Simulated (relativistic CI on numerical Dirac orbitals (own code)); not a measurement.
**Hyperfine structure of Lu³⁸⁺, mass number 175**

Computed by Dirac-Coulomb-Breit CI, KLI orbitals optimised for each configuration, QED by a radiative potential, unscaled Slater integrals (own radial code, finite nucleus).

Configurations in the expansion (outside the closed core [Ar] 3d10): 4s2 4p3, 4s 4p4, 4s2 4p2 4d, 4p5, 4s 4p3 4d, 4s2 4p2 4f, 4s 4p3 4f, 4p4 4d, 4s 4p2 4d2, 4s2 4p 4d 4f, 4p4 4f, 4s2 4p 4d2, 4s2 4d3, 4s 4p 4d3, 4s2 4d2 4f, 4s 4p 4d2 4f, 4p3 4d2, 4p2 4d3, 4p2 4d2 4f. Double excitations out of closed p, d and f shells are left out; levels of such configurations are missing from the list, as are those of other unlisted configurations, and high levels can miss mixing partners.

Nuclear spin I = 7/2, μ = 2.2257 μN, Q = 3.49 b (tables of Stone and Pyykkö). The electronic factors are computed for point nuclear moments, without core polarisation or the Bohr-Weisskopf and QED corrections.

| Level | E (cm⁻¹) | A (GHz) | B (GHz) |
| --- | --- | --- | --- |
| 4s2 4p3 2D°_5/2 | 607202 | 77.62 | -0.444 |
| 4s2 4p3 2P°_1/2 | 661957 | 261.3 |  |
| 4s2 4p3 2P°_3/2 | 1233838 | 32.62 | -363 |
| 4s 4p4 4P_5/2 | 1254380 | 133 | 27.7 |
| 4s 4p4 2S_1/2 | 1410460 | 762.9 |  |
| 4s2 4p2 4d 4D_1/2 | 1716585 | 93.27 |  |

Levels with J = 0, under 50 % of one LS term, or S terms without an open s electron are left out. Small factors come from cancelling terms and can be off by tens of per cent or more.

At this charge energies of transitions that change n are usually good to better than 1 %, and those within a shell (Δn = 0) to a few per cent.

Problem. Give the hyperfine levels of 4s2 4p3 2P°_1/2 relative to its centre of gravity.

Solution. With K = F(F + 1) − I(I + 1) − J(J + 1), E = AK/2: F = 3: -587.9, F = 4: 457.2 GHz.

LS names give the leading component of a level, which can be under half, so a name can repeat, a term be missing and a line seem to break the LS rules.
